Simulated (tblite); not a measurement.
Species: C4H2BrOP3.
Z-matrix (Å and degrees, GFN2-xTB geometry), rows numbered from 1:
```
O 
C   1  1.2082
C   2  1.4569  1  122.49
P   3  1.7586  2  110.07  1    -0.08
C   4  1.7319  3  104.15  2  -179.95
P   5  1.7293  4  136.46  3    -0.07
C   6  1.7451  5  103.86  4     0.00
Br  7  1.9361  6  112.00  5  -179.94
P   7  1.7362  6  136.43  5     0.09
H   2  1.1069  1  121.61  3   179.97
H   5  1.0879  4  112.04  3   179.96
```

Computed with GFN2-xTB (tblite): harmonic, unscaled wavenumbers at the GFN2-xTB geometry, gas phase. Against measured fundamentals such values can be off by several per cent, at times by over 20. One conformer, not necessarily the lowest.

Harmonic wavenumbers (cm⁻¹): 52.1, 58.6, 119.5, 147.6, 179.8, 194.1, 218.8, 271.2, 327.9, 358.6, 383.5, 511.0, 534.4, 643.0, 733.9, 738.3, 762.3, 905.8, 913.7, 1052.9, 1104.6, 1135.6, 1253.7, 1359.0, 1702.6, 2762.0, 2989.4.

A = 1537, B = 416.8, C = 327.9 MHz; mass 237.850 u (most abundant isotopes); point group Cs, symmetry number 1.

What is the zero-point energy?

Half the sum of the wavenumbers: 10707 cm⁻¹ = 30.61 kcal/mol.

Entropy at 298.15 K, 1 bar (ideal gas, RRHO, classical rotation)?

Translation 42.33, rotation 31.70, vibration 29.43: S = 103.5 cal/(mol K).

And Cp and H(298.15 K) − H(0)?

Cp = 35.41 cal/(mol K), of which vibrations give 27.46 (their classical limit is 27 R = 53.7); H(298.15 K) − H(0) = 6.92 kcal/mol without the zero-point energy, 4.55 from vibrations.

Blend soft modes into free rotors: weight 1/[1 + (100 cm⁻¹/ν̃)⁴] for the oscillator and the rest for a rotor with moment μB/(μ + B), μ = h/(8π²ν), B = 10⁻⁴⁴ kg m². What vibrational entropy results?

27.12 cal/(mol K) in place of 29.43, which changes −T·S at 298.15 K by +0.69 kcal/mol.

Which modes carry the vibrational entropy at 298.15 K?

52.1 cm⁻¹: 4.74; 58.6 cm⁻¹: 4.50; 119.5 cm⁻¹: 3.11; 147.6 cm⁻¹: 2.70; 179.8 cm⁻¹: 2.33; 194.1 cm⁻¹: 2.19 cal/(mol K); the other 21 give 9.86 together.

Hindered rotation and anharmonicity are outside this model. Other conformers, if any are populated, would add a mixing term that is left out.
